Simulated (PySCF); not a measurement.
# Does the structure fit the spectrum?

A compound C$_{8}$H$_{11}$P gives the data below (simulated from a calculation) and was assigned the structure `C#CCP=C=C(C)CC`.

¹³C{¹H} NMR (computed): δ 278.0 (C), 136.4 (C), 101.7 (CH), 85.8 (C), 38.1 (CH), 25.0 (CH3, 2C), 23.9 (CH3).

¹H NMR (500 MHz, computed): δ 2.59 (m, 1H), 2.09 (s, 3H), 1.73 (sept, 1H), 1.25 (d, 6H).

How the numbers were obtained: coordinates at the GFN2-xTB level, shielding tensors at PBE0/pcSseg-1 (GIAO), in PySCF 2.14 (no relativistic terms, rapidly exchanging positions averaged, a single conformation, no solvent).

Referencing at the same level of theory: TMS for ¹H (σ = 31.72 ppm), ¹³C (σ = 186.93 ppm).

Task: Compare with the shifts computed for the proposed structure, pairing carbons in order of shift.

Result: Atom-mapped SMILES (the numbers label the heavy atoms): `[CH:1]#[C:2][CH2:3][P:4]=[C:5]=[C:6]([CH3:7])[CH2:8][CH3:9]`. Hydrogens are named by the atom that carries them.

```tsv
atom	computed for proposal	given list	difference
C5	266.3	278.0	-11.7
C6	131.4	136.4	-5.0
C2	86.5	101.7	-15.2
C1	78.6	85.8	-7.2
C8	34.9	38.1	-3.2
C3	23.3	25.0	-1.7
C7	21.2	25.0	-3.8
C9	15.8	23.9	-8.1
```

The rms difference is 8.2 ppm and the largest -15.2 ppm at C2 (alkyne carbon). The proposal also would give 8 carbon signals, not 7. The carbon types in order of shift don't match either: C, C, C, CH, CH2, CH2, CH3, CH3 for the proposal against C, C, CH, C, CH, CH3, CH3, CH3 in the data. The proposal doesn't fit.

Task: Which isomer fits?

Result: `C(#C)P=C=C(C)C(C)C`.

1. δC 278.0: cumulene carbon.
2. δC 136.4: fully substituted alkene carbon; an sp2 carbon of a C=C bond.
3. δC 101.7: terminal alkyne carbon; the triple bond shields along its axis, which puts it between sp3 and sp2 carbons.
4. δC 85.8: alkyne carbon; the triple bond shields along its axis, which puts it between sp3 and sp2 carbons.

Other isomers checked: CCc1ccc(C)cp1 (rms 54.4 ppm); C1=CP(C2CC2)C=CC1 (rms 54.7 ppm).

This is the structure that produced the data.

Splittings by ³¹P in the carbon and heteronuclear signals aren't shown, as no couplings were computed. Shifts are as computed. Against solution values, carbons near 30 ppm lie about +3 ppm off and those near 130 ppm about +5 ppm. Of 1211 compounds with measured shifts, 218 miss one by over three times the rms of a fit or turn the order of signals round; such compounds aren't used in these exercises. No couplings were computed; multiplicities are counted from neighbouring protons, with m where these are inequivalent, close in shift, in a saturated or five-membered ring or joined by F or P, and br s for small geminal =CH2 splittings.
